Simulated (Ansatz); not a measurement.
Geometry optimisation, Ansatz, RKS PBE0/6-31G*.

Input:

```yaml
crystal:
  periodic: [false, false, false]
  atoms:
    - { symbol: B, position_ang: [0.082264, -0.36918, 0.085014] }
    - { symbol: O, position_ang: [0.101685, -0.546298, 1.456881] }
    - { symbol: H, position_ang: [-0.777181, -0.523906, 1.853941] }
    - { symbol: Cl, position_ang: [1.63981, -0.422139, -0.737537] }
    - { symbol: O, position_ang: [-1.019084, -0.188369, -0.686644] }
    - { symbol: H, position_ang: [-1.850733, -0.218742, -0.199506] }
    - { symbol: H, position_ang: [0.016142, 1.983211, 0.562309] }
    - { symbol: H, position_ang: [0.132997, 1.656723, 1.179643] }
basis:
  gaussian: { orbitals: "6-31G*" }
hamiltonian:
  xc: pbe0
relax:
  f_tol: 0.03
  max_steps: 50
```

Command:

```bash
$ ansatz run input.yaml --threads 1 --pin off --max-ram 2048MiB --backend cpu --events-out ev --progress --plain --runs-dir out
```

**Question.** Where does it end, and by what steps?

**Answer.** The run converged. The force dipped under the threshold on the way, but the program's further checks kept it going. After 23 steps the energy has fallen by 0.219 eV; H7 moved furthest, 1.48 Å.

```json
{"step": "0", "energy less start (eV)": "0.0000", "largest force component (eV/Å)": "1.242", "accepted": "yes"}
{"step": "1", "energy less start (eV)": "-0.1363", "largest force component (eV/Å)": "0.410", "accepted": "yes"}
{"step": "2", "energy less start (eV)": "-0.1800", "largest force component (eV/Å)": "0.337", "accepted": "yes"}
{"step": "3", "energy less start (eV)": "-0.1973", "largest force component (eV/Å)": "0.191", "accepted": "yes"}
{"step": "4", "energy less start (eV)": "-0.2006", "largest force component (eV/Å)": "0.124", "accepted": "yes"}
{"step": "5", "energy less start (eV)": "-0.2030", "largest force component (eV/Å)": "0.133", "accepted": "yes"}
{"step": "6", "energy less start (eV)": "-0.2042", "largest force component (eV/Å)": "0.076", "accepted": "yes"}
{"step": "7", "energy less start (eV)": "-0.2059", "largest force component (eV/Å)": "0.187", "accepted": "yes"}
{"step": "8", "energy less start (eV)": "-0.2083", "largest force component (eV/Å)": "0.097", "accepted": "yes"}
{"step": "9", "energy less start (eV)": "-0.2086", "largest force component (eV/Å)": "0.325", "accepted": "yes"}
{"step": "10", "energy less start (eV)": "-0.2096", "largest force component (eV/Å)": "0.257", "accepted": "yes"}
{"step": "11", "energy less start (eV)": "-0.2130", "largest force component (eV/Å)": "0.019", "accepted": "yes"}
{"step": "12", "energy less start (eV)": "-0.2147", "largest force component (eV/Å)": "0.102", "accepted": "yes"}
{"step": "13", "energy less start (eV)": "-0.2157", "largest force component (eV/Å)": "0.136", "accepted": "yes"}
{"step": "14", "energy less start (eV)": "-0.2161", "largest force component (eV/Å)": "0.206", "accepted": "yes"}
{"step": "15", "energy less start (eV)": "-0.2175", "largest force component (eV/Å)": "0.115", "accepted": "yes"}
{"step": "16", "energy less start (eV)": "-0.2183", "largest force component (eV/Å)": "0.027", "accepted": "yes"}
{"step": "17", "energy less start (eV)": "-0.2186", "largest force component (eV/Å)": "0.022", "accepted": "yes"}
{"step": "18", "energy less start (eV)": "-0.2181", "largest force component (eV/Å)": "0.186", "accepted": "no"}
{"step": "19", "energy less start (eV)": "-0.2190", "largest force component (eV/Å)": "0.038", "accepted": "yes"}
{"step": "20", "energy less start (eV)": "-0.2191", "largest force component (eV/Å)": "0.053", "accepted": "yes"}
{"step": "21", "energy less start (eV)": "-0.2192", "largest force component (eV/Å)": "0.037", "accepted": "yes"}
{"step": "22", "energy less start (eV)": "-0.2192", "largest force component (eV/Å)": "0.041", "accepted": "yes"}
{"step": "23", "energy less start (eV)": "-0.2193", "largest force component (eV/Å)": "0.022", "accepted": "yes"}
```

```xyz
8
Properties=species:S:1:pos:R:3
B 0.065 -0.787 -0.120
O 0.159 -0.307 1.151
H -0.686 -0.063 1.548
Cl 1.575 -1.262 -0.897
O -1.071 -0.936 -0.850
H -1.877 -0.661 -0.397
H -0.065 3.029 1.606
H 0.227 2.358 1.473
```

Run time: 24 s on 1 thread of AMD EPYC 9R45 96-Core Processor (Zen 5), on a shared host, peak memory 0.15 GiB.
